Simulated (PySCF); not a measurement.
## Spin-rotation constants: [nido-B11H13]2-, charge -2

Geometry (Å), atoms numbered from 1 in this order:
```xyz
24

B    -0.172   -1.137    1.346
B    -1.518    0.871   -0.465
B     1.412    0.761   -0.210
B    -0.046    1.599    0.209
B     0.662    0.492    1.402
B     1.013   -0.650   -1.194
B    -1.148    0.659    1.233
B     1.375   -0.861    0.490
B    -0.760   -0.797   -1.386
B     0.007   -1.792   -0.226
B     0.059    0.839   -1.392
H    -0.208   -1.767    2.402
H    -2.418    1.566   -0.928
H     2.460    1.370   -0.361
H    -0.073    2.807    0.365
H     1.211    0.919    2.410
H     1.725   -1.033   -2.108
H    -1.749    1.173    2.171
H     2.377   -1.412    0.917
H    -1.257   -1.161   -2.450
H     0.143   -3.013   -0.407
H     0.170    1.519   -2.404
H    -1.414   -0.602    1.289
H    -1.853   -0.348   -0.703
```

Total charge -2.

The calculation used GIAO BP86/def2-SVP magnetisability, rotational g tensor and spin-rotation constants, non-relativistic, gas phase (PySCF). Geometry: GFN2-xTB.

For an ion the centre-of-mass motion in the field is neglected. The highest occupied orbital is unbound at this level, so the values depend on the basis.

(1) Give the nuclear spin-rotation constants along the inertial axes (H = +C I·J) beside the isotropic shieldings.

Answers

(1) Rotational constants 1.7859, 1.6893, 1.5041 GHz.
```csv
atom,isotope,Caa (kHz),Cbb (kHz),Ccc (kHz),mean (kHz),σ (ppm)
B1,11B,0.292,0.246,0.289,0.276,122.3
B2,11B,0.258,0.178,0.263,0.233,135.3
B3,11B,0.233,0.192,0.220,0.215,141.5
B4,11B,0.287,0.263,0.297,0.282,120.2
B5,11B,0.265,0.273,0.220,0.253,130.3
B6,11B,0.347,0.252,0.254,0.284,120.8
B7,11B,0.260,0.182,0.263,0.235,134.8
B8,11B,0.347,0.252,0.254,0.284,120.7
B9,11B,0.293,0.250,0.291,0.278,121.7
B10,11B,0.270,0.283,0.282,0.279,122.2
B11,11B,0.266,0.273,0.220,0.253,130.2
H12,1H,-0.091,0.024,-0.055,-0.041,29.7
H13,1H,-0.014,-0.061,-0.068,-0.048,30.4
H14,1H,-0.104,-0.106,0.045,-0.055,30.7
H15,1H,0.020,-0.092,-0.036,-0.036,29.2
H16,1H,-0.091,0.013,-0.055,-0.044,30.2
H17,1H,-0.012,-0.048,-0.057,-0.039,29.7
H18,1H,-0.014,-0.061,-0.067,-0.047,30.4
H19,1H,-0.012,-0.048,-0.056,-0.039,29.7
H20,1H,-0.091,0.025,-0.054,-0.040,29.6
H21,1H,0.034,-0.091,-0.041,-0.033,29.4
H22,1H,-0.091,0.013,-0.055,-0.044,30.2
H23,1H,-0.056,-0.213,-0.143,-0.137,38.1
H24,1H,-0.056,-0.212,-0.141,-0.136,38.0
```
For the geometry as given, no vibrational averaging.
